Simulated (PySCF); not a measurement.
## C₆ coefficients of unlike pairs at PBE0

Calculated with PySCF 2.14 from the dipole response of each species, C₆(A,B) = (3/π) ∫ α_A(iu) α_B(iu) du, in atomic units, from isotropic polarisabilities. For ions this is the dispersion term alone; charge-induced terms of lower order in 1/R come first.

| species | configuration | basis | relativity | α (bohr³) | C₆ (like pair) |
| --- | --- | --- | --- | --- | --- |
| Ti | [Ar] 3d2 4s2 (3F) | aug-cc-pVTZ-DK (8s7p5d3f2g) | spin-free X2C | 109.1 | 1282 |
| V²⁺ | [Ar] 3d3 (4F) | aug-cc-pVQZ-DK (9s8p6d4f3g2h) | spin-free X2C | 4.624 | 13.94 |
| S²⁺ | [Ne] 3s2 3p2 (3P) | aug-cc-pCVTZ-DK with one added diffuse shell each of s, p, d, f type (9s8p6d4f) | spin-free X2C | 7.283 | 26.39 |
| Sn²⁺ | [Kr] 4d10 5s2 (1S) | x2c-TZVPPall with one added diffuse shell each of s, p, d, f type (9s7p5d3f) | spin-free X2C | 15.45 | 86.81 |

(1) Estimate C₆ for Sn²⁺ with V²⁺.

No spin-orbit coupling is included.

The other pairs:

```
     pair     C₆
  V²⁺, Ti  96.89
 Sn²⁺, Ti  285.4
Sn²⁺, S²⁺  47.42
  S²⁺, Ti  147.5
 S²⁺, V²⁺  18.64
```

Answers

(1) The integral gives 33.65. The combination rule 2 C_A C_B / (C_A α_B/α_A + C_B α_A/α_B) gives 33.35 and the geometric mean 34.78.
